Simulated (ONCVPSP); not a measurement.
**Transferability test, ONCV potential for carbon (C)**

ONCVPSP 4.0.1 input, shortened (lines: element, Z, core and valence counts, functional; n l f; lmax; l rc ep ncon nbas qcut; lloc lpopt rc5 dvloc0; l nproj debl; icmod fcfact rcfact), Wu-Cohen, scalar-relativistic:

```
  C 6.00    1    1  -118130      upf
    1    0    2.00
    2    0    2.00
    2
    0    0.90    0.00    4    8    6.50
    1    0.90    0.28    4    8   11.10
    2    0.90    0.13    3    7    9.30
    4    2    0.75    2.00
    0    1    3.30
    1    2    0.70
    2    3    1.50
    2    0.15    0.85
```

In the p channel the program set the typed energies aside and used 0.050, 0.750 Ha.

Energies are relative to the spin-unpolarised reference configuration 2s2; without spin polarisation the order of configurations can differ from experiment.

```json
{"valence configuration": "2s2 2p2", "charge": "0", "ΔE all-electron (eV)": "-34.888", "error AE − PS (meV)": "+5.2"}
{"valence configuration": "2s2 2p1", "charge": "+1", "ΔE all-electron (eV)": "-24.072", "error AE − PS (meV)": "+4.1"}
{"valence configuration": "2s1", "charge": "+3", "ΔE all-electron (eV)": "48.045", "error AE − PS (meV)": "+34"}
```

(1) What are ΔE and the potential's error for 2s1 2p3?

Levels in the configuration 2s1:

| level | all-electron (eV) | pseudo (eV) |
| --- | --- | --- |
| 2s | -55.917 | -55.838 |

Note: no bound ghost flagged; GHOST(+) flagged for d at 134.0 eV.

Answers

(1) ΔE = -26.454 eV all-electron; the error (AE − PS) is -20 meV.
